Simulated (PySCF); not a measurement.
## Dipole response of Re⁺ (rhenium, charge +1)

[Xe] 4f14 5d5 6s1, high-spin 7S determinant. Computed with PySCF 2.14 in aug-cc-pwCVTZ-PP with ECP60MDF (8s8p7d4f3g, 122 functions), with a scalar-relativistic core potential. Coupled (time-dependent) response in atomic units; α is the mean over directions.

| method | mean α (bohr³) | C₆ (like pair) | S(−4) |
| --- | --- | --- | --- |
| BLYP | 30.04 | 251.9 | 343.7 |

S(−4) is the Cauchy moment in α(ω) = α(0) + S(−4) ω² + …

α(iu) at BLYP:

```tsv
u (hartree)	α(iu) (bohr³)
0	30.04
0.0500	29.21
0.100	27.06
0.200	21.44
0.300	16.70
0.500	10.94
0.750	7.345
1.00	5.374
1.50	3.297
2.00	2.239
3.00	1.220
5.00	0.5154
```

A single London oscillator, α(iu) = α/(1 + u²/ω²), gives C₆ = (3/4) ω α². Matching the computed C₆ needs ω = 4 × 251.9 / (3 × 30.04²) = 0.372 hartree.

For an ion, C₆ is the dispersion term alone; charge-induced terms of lower order in 1/R come first.

Energies and moments cover only the electrons outside the core potential. Spin-orbit coupling, which splits the p, d and f shells strongly at this Z, is absent.
